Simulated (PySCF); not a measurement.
Compound: C9H7NSi.
Bonds: N1–C2 (triple), C2–C3, C3–C4 (aromatic), C4–C5 (aromatic), C5–C6 (aromatic), C6–C7 (aromatic), C7–C8 (aromatic), C8–Si9, Si9–C10, C10–C11 (double), C3–C8 (aromatic), C7–C11. Hydrogens: H12 on C4; H13 on C5; H14 on C6; H15, H16 on Si9; H17 on C10; H18 on C11.

Computed with PySCF at PBE0/pcSseg-1, non-relativistic, on one gas-phase PBE0-D3(BJ)/def2-SVP geometry that isn't relaxed in the solvent. The solvent is an IEF-PCM continuum (cavity from Bondi-type radii × 1.2). Specific hydrogen bonds and non-electrostatic terms are outside this model.

| run | E − E(gas) (kJ/mol) | HOMO (eV) | HOMO–LUMO gap (eV) | dipole (D) |
| --- | --- | --- | --- | --- |
| gas | 0.00 | -7.21 | 5.24 | 4.76 |
| P | -23.68 | -7.05 | 5.22 | 6.18 |
| Q | -27.24 | -7.04 | 5.22 | 6.41 |

The runs were made in dichloromethane and methanol. Which run belongs to which solvent?

P = dichloromethane, Q = methanol. The dielectric constants are 8.93 (dichloromethane), 32.61 (methanol), and the energy falls further as ε rises. In this model the ground state sees the solvent through ε alone.

How constant is the ratio of the lowering to (ε − 1)/(2ε + 1)?

```tsv
solvent	(ε − 1)/(2ε + 1)	E − E(gas) (kJ/mol)	ratio (kJ/mol)	polarisation term (kJ/mol)
dichloromethane	0.420	-23.68	-56.3	-28.07
methanol	0.477	-27.24	-57.1	-33.07
```

The ratio changes by +1.3 % in size from dichloromethane to methanol. The polarisation term is half the interaction of the solute with the induced surface charges.
